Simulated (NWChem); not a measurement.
System: CH4FNSi2; SMILES F[Si@H]1C=N[SiH2]1

The following NWChem deck was run.

```
start job
memory heap 200 mb stack 900 mb global 1100 mb
geometry units angstroms noautosym nocenter noautoz
  F     -0.323573    -2.213748    -0.554910
  Si    -0.000082    -0.909715     0.368776
  C      1.445352     0.251852    -0.095325
  N      0.974169     1.449567    -0.113141
  Si    -0.822141     1.243966    -0.009937
  H      0.103606    -1.418483     1.771531
  H      2.528834     0.080124    -0.243442
  H     -1.473694     2.081418     1.040869
  H     -1.450707     1.537008    -1.330246
end
basis spherical
  F library pcsseg-1
  Si library pcsseg-1
  C library pcsseg-1
  N library pcsseg-1
  H library pcsseg-1
end
dft
  xc pbe0
  iterations 150
end
property
  shielding
end
task dft property
```

Parts of the log:

```
             Northwest Computational Chemistry Package (NWChem) 7.3.0
             --------------------------------------------------------

                             Geometry "geometry" -> ""
                             -------------------------

 Output coordinates in angstroms (scale by  1.889725989 to convert to a.u.)

  No.       Tag          Charge          X              Y              Z
 ---- ---------------- ---------- -------------- -------------- --------------
    1 F                    9.0000    -0.32357300    -2.21374800    -0.55491000
    2 Si                  14.0000    -0.00008200    -0.90971500     0.36877600
    3 C                    6.0000     1.44535200     0.25185200    -0.09532500
    4 N                    7.0000     0.97416900     1.44956700    -0.11314100
    5 Si                  14.0000    -0.82214100     1.24396600    -0.00993700
    6 H                    1.0000     0.10360600    -1.41848300     1.77153100
    7 H                    1.0000     2.52883400     0.08012400    -0.24344200
    8 H                    1.0000    -1.47369400     2.08141800     1.04086900
    9 H                    1.0000    -1.45070700     1.53700800    -1.33024600

 Effective nuclear repulsion energy (a.u.)     272.9005160365

                              NWChem Property Module
                              ----------------------

  itol2e modified to match energy
  convergence criterion.

                                 NWChem DFT Module
                                 -----------------

 Summary of "ao basis" -> "ao basis" (spherical)
 ------------------------------------------------------------------------------
       Tag                 Description            Shells   Functions and Types
 ---------------- ------------------------------  ------  ---------------------
 F                          pcsseg-1                 7       17   3s3p1d
 Si                         pcsseg-1                10       24   4s5p1d
 C                          pcsseg-1                 7       17   3s3p1d
 N                          pcsseg-1                 7       17   3s3p1d
 H                          pcsseg-1                 3        5   2s1p

  itol2e modified to match energy
  convergence criterion.

            General Information
            -------------------
          SCF calculation type: DFT
          Wavefunction type:  closed shell.
          No. of atoms     :     9
          No. of electrons :    54
           Alpha electrons :    27
            Beta electrons :    27
          Charge           :     0
          Spin multiplicity:     1
          Use of symmetry is: off; symmetry adaption is: off
          Maximum number of iterations: 150
          AO basis - number of functions:   119
                     number of shells:    53
          Convergence on energy requested:  1.00D-07
          Convergence on density requested:  1.00D-05
          Convergence on gradient requested:  5.00D-04

              XC Information
              --------------
                         PBE0 Method XC Functional
                     Hartree-Fock (Exact) Exchange  0.250
          PerdewBurkeErnzerhof Exchange Functional  0.750
            Perdew 1991 LDA Correlation Functional  1.000 local
           PerdewBurkeErnz. Correlation Functional  1.000 non-local

[...]

          -----------------------------------------
          Chemical Shielding Tensors (GIAO, in ppm)
          -----------------------------------------

                                NWChem CPHF Module
                                ------------------

  scftype          =     RHF
  nclosed          =       27
  nopen            =        0
  variables        =     2484
  # of vectors     =        3
  tolerance        = 0.10D-03
  level shift      = 0.00D+00
  max iterations   =       50
  max subspace     =       30

 SCF residual:    5.2173065381221775E-005

Iterative solution of linear equations
  No. of variables     2484
  No. of equations        3
  Maximum subspace       30
        Iterations       50
       Convergence  1.0D-04

   iter   nsub   residual    time
   ----  ------  --------  ---------
     1      3    8.30D-01      47.3
     2      6    1.49D-01      52.6
     3      9    4.35D-03      57.9
     4     12    6.03D-04      63.2
     5     15    4.83D-05      68.5

      Atom:    1  F
        Diamagnetic
    466.0730      5.4486      2.9499
      5.4486    482.9775     13.1464
      2.9499     13.1464    470.7369

        Paramagnetic
    -69.5899      5.0760    -39.9480
      5.0760   -119.0556      0.3215
    -39.9480      0.3215   -206.3693

        Total Shielding Tensor
    396.4831     10.5246    -36.9981
     10.5246    363.9219     13.4679
    -36.9981     13.4679    264.3676

           isotropic =     341.5909
          anisotropy =      98.4761

          Principal Components and Axis System
                 1           2           3
              407.2416    365.0338    252.4971

      1         0.9591     -0.1209      0.2560
      2         0.1605      0.9771     -0.1398
      3        -0.2332      0.1752      0.9565

      Atom:    2  Si
        Diamagnetic
    876.1799      2.6947      0.2409
      2.6947    883.3669      1.9282
      0.2409      1.9282    873.5741

        Paramagnetic
   -518.0763    -45.6662     35.1830
    -45.6662   -524.6532      2.1111
     35.1830      2.1111   -557.6666

        Total Shielding Tensor
    358.1036    -42.9715     35.4239
    -42.9715    358.7137      4.0393
     35.4239      4.0393    315.9075

           isotropic =     344.2416
          anisotropy =      94.5477

          Principal Components and Axis System
                 1           2           3
              407.2734    339.9317    285.5196

      1        -0.7343      0.3572      0.5773
      2         0.6284      0.6794      0.3788
      3        -0.2569      0.6409     -0.7233

      Atom:    3  C
        Diamagnetic
    259.7942     -2.3187     -2.1482
     -2.3187    270.7076     -2.5843
     -2.1482     -2.5843    244.6863

        Paramagnetic
   -400.6061     25.4385     27.2431
     25.4385   -341.8822     26.2621
     27.2431     26.2621   -155.3597

        Total Shielding Tensor
   -140.8119     23.1197     25.0949
     23.1197    -71.1746     23.6778
     25.0949     23.6778     89.3266

           isotropic =     -40.8866
          anisotropy =    -162.2970

          Principal Components and Axis System
                 1           2           3
             -149.0846     96.1205    -69.6958

      1         0.9620      0.1190      0.2459
      2        -0.2626      0.1552      0.9523
      3        -0.0752      0.9807     -0.1806

      Atom:    4  N
        Diamagnetic
    335.5481    -11.7278     -0.6102
    -11.7278    330.1388     -0.1950
     -0.6102     -0.1950    315.7217

        Paramagnetic
   -943.7507    293.7454     28.4936
    293.7454   -778.3860     47.3276
     28.4936     47.3276    -77.3645

        Total Shielding Tensor
   -608.2025    282.0176     27.8834
    282.0176   -448.2472     47.1325
     27.8834     47.1325    238.3572

           isotropic =    -272.6975
          anisotropy =    -823.0535

          Principal Components and Axis System
                 1           2           3
             -821.3999    244.5658   -241.2585

      1         0.7974      0.0634      0.6001
      2        -0.6034      0.0934      0.7919
      3         0.0059      0.9936     -0.1127

      Atom:    5  Si
        Diamagnetic
    884.4916     -1.2016     -0.4430
     -1.2016    880.2841     -0.2579
     -0.4430     -0.2579    876.6292

        Paramagnetic
   -469.3574     47.2185    -16.5963
     47.2185   -502.1182    -18.5533
    -16.5963    -18.5533   -628.7269

        Total Shielding Tensor
    415.1342     46.0169    -17.0392
     46.0169    378.1659    -18.8111
    -17.0392    -18.8111    247.9022

           isotropic =     347.0674
          anisotropy =     153.2945

          Principal Components and Axis System
                 1           2           3
              449.2638    347.4051    244.5334

      1         0.8183     -0.5709      0.0676
      2         0.5618      0.8191      0.1162
      3        -0.1217     -0.0571      0.9909

      Atom:    6  H
        Diamagnetic
     21.0818      0.4332      0.6057
      0.4332     25.3341     -5.6490
      0.6057     -5.6490     34.9456

        Paramagnetic
      1.9768     -1.2774      0.5678
     -1.2774     -0.7397      4.1786
      0.5678      4.1786     -5.8569

        Total Shielding Tensor
     23.0585     -0.8442      1.1735
     -0.8442     24.5943     -1.4704
      1.1735     -1.4704     29.0887

           isotropic =      25.5805
          anisotropy =       6.3369

          Principal Components and Axis System
                 1           2           3
               29.8051     24.2967     22.6397

      1         0.1995     -0.2840      0.9378
      2        -0.2959      0.8949      0.3339
      3         0.9341      0.3441     -0.0945

      Atom:    7  H
        Diamagnetic
     41.5621     -3.7675     -2.4194
     -3.7675     26.2099      0.2633
     -2.4194      0.2633     22.6366

        Paramagnetic
    -22.8238      6.9772      2.0865
      6.9772     -4.4266     -0.5837
      2.0865     -0.5837     -0.5588

[...]
```

Level: PBE0/pcSseg-1, GIAO. All runs use the structure optimised with PBE0/def2-SVP. The printed shielding anisotropy is the first printed principal value minus the mean of the other two.
